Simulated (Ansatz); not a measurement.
Consider the substitution at a C–O bond: `C[O][Sn][OH]` + `C1CNC1` → `CN1CCC1` + `[OH][Sn][OH]`.

Calculated with Ansatz (gas phase, PBE0-D4/def2-TZVP geometries, no zero-point term in ΔE). CCSD(T)/CBS adds triple-zeta CCSD(T) − MP2 to the extrapolated MP2 energy (def2 sets, frozen cores). DFT in def2-TZVPP. B3LYP here is the variant with VWN-RPA as its local correlation; programs differ in this. def2 core potentials past Kr. For Sn outer-core shells are correlated without core-valence functions, which leaves a few kJ/mol of doubt a bond. One conformer a species, not always the lowest.

```csv
level,ΔE (kJ/mol)
r2SCAN-D4,-48.7
B3LYP-D4,-43.6
ωB97X-V,-46.2
B2PLYP,-46.4
r2SCAN,-48.2
CCSD/def2-TZVPP,-48.1
MP2/CBS(def2),-55.8
CCSD/CBS(def2),-49.3
```

(1) What does CCSD(T)/CBS give? (Estimate.)

Largest T1 diagnostic among the species: 0.018.

Answers

(1) Computed: -50.3 kJ/mol. The listed levels differ from it by 1.6, 6.7, 4.1, 3.9, 2.1, 2.2, -5.5, 1.0 kJ/mol.

In def2-TZVPP, CCSD(T) changes the Hartree–Fock value by −8.7 kJ/mol (the triples alone add −1.0 kJ/mol) and MP2 by −14.2 kJ/mol.
